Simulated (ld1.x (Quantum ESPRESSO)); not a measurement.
# Which change was made? (Ar, ultrasoft)

ld1.x (Quantum ESPRESSO) 7.5 input, shortened:

```
&input
   title='Ar', zed=18., rel=1, dft='PBE', iswitch=3,
   config='[Ne] 3s2 3p4.5'
 /
 &inputp
   pseudotype=3, tm=.true., lloc=-1, rcloc=1.05,
   nlcc=.true., rcore=0.65,
   which_augfun='PSQ', rmatch_augfun_nc=.true.
 /
4
3S  1  0   2.00   0.00  1.20  1.40  0.0
3S  1  0   0.00  -1.40  1.20  1.40  0.0
3P  2  1   4.50   0.00  0.75  0.90  0.0
3P  2  1   0.00   2.20  0.75  0.90  0.0
 &test
   configts(1)='3s2 3p4.5'
 /
```

Cutoffs, loose and tight: the cutoffs (Ry, on a coarse ladder) from which the occupation-weighted sum of valence levels, in a spherical-Bessel basis at the reference potential, stays within 10 and 1 mRy of its value at 400 Ry. They do not see the model core or the augmentation charge, which bear on the density cutoff. Test errors are all-electron minus pseudo excitation energies from the reference, over the configurations 3s2 3p6; 3s2 3p5; 3s2 3p4; 3s2 3p3; 3s2 3p5.5; 3s1 3p6; 3s2 3p2; variants that change the core or the reference have their own tests.

The base gives: outcome: generated; cutoff, loose: 80 Ry; cutoff, tight: 120 Ry; bound ghosts: p; largest test error (meV): -49.

(1) After one change the result is: outcome: generated; cutoff, loose: 80 Ry; cutoff, tight: 120 Ry; bound ghosts: p; largest test error (meV): -72. Which change was it?
A. core correction a·sin(br)/r model core inside 1.06 bohr
B. core correction a·sin(br)/r model core inside 0.54 bohr
C. core correction none
D. core correction a·sin(br)/r model core inside 0.90 bohr

Answers

(1) B. The others give: core correction none → outcome: generated; cutoff, loose: 80 Ry; cutoff, tight: 120 Ry; bound ghosts: p; largest test error (meV): -29 | core correction a·sin(br)/r model core inside 0.90 bohr → outcome: generated; cutoff, loose: 80 Ry; cutoff, tight: 120 Ry; bound ghosts: p; largest test error (meV): +13 | core correction a·sin(br)/r model core inside 1.06 bohr → outcome: generated; cutoff, loose: 80 Ry; cutoff, tight: 120 Ry; bound ghosts: p; largest test error (meV): +21.
